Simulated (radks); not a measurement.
Polarisability of the chromium ion Cr4+, [Ar] 3d2, at imaginary frequency. Calculated with a radial shooting solver on a logarithmic mesh with Libxc functionals: scalar-relativistic Kohn-Sham, LDA (Slater exchange, Perdew-Wang correlation), spin-polarised, spherical densities, finite nucleus; open shells are filled with parallel spins first; Fermi nuclear charge, rms radius 3.6452 fm. Response by self-consistent Sternheimer equations with the Hartree and adiabatic LDA kernel, the relativistic mass of each level held fixed and spin-orbit coupling left out.

w (hartree)  alpha1(iw) (bohr^3)
0.00266                    1.372
0.0143                     1.372
0.0360                     1.372
0.0697                     1.370
0.118                      1.366
0.186                      1.357
0.280                      1.338
0.413                      1.302
0.605                      1.235
0.892                      1.119
1.35                      0.9344
2.12                      0.6733
3.59                      0.3806
6.94                      0.1507
17.5                     0.03478

Static values: alpha1 = 1.372 bohr^3 (0.2033 angstrom^3; uncoupled 1.908). C6 = 2.962, triple-dipole C9 = 2.905 atomic units. One-pole (London) frequency 4 C6 / (3 alpha1^2) = 2.097 hartree, against 2.179 for minus the highest occupied eigenvalue.
